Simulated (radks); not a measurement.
Values are calculated unless marked as measured or tabulated.
Removal energies from the thallium ion Tl13+, [Xe] 4f14, by Delta-SCF beside the eigenvalue of the level emptied. Level of theory: scalar-relativistic Kohn-Sham, PBEsol, spin-polarised, spherical densities, finite nucleus; Fermi nuclear charge, rms radius of each element as measured or else 0.836 A^(1/3) + 0.57 fm (a radial shooting solver on a logarithmic mesh with Libxc functionals). Open shells are filled with parallel spins first.

removed from,final configuration,Delta-SCF (eV),-eigenvalue (eV)
5p,[Kr] 4d10 4f14 5s2 5p5,313.16,301.65
5s,[Kr] 4d10 4f14 5s1 5p6,375.00,362.40
4f,[Xe] 4f13,377.35,357.33
4d,[Kr] 4d9 4f14 5s2 5p6,638.93,619.00
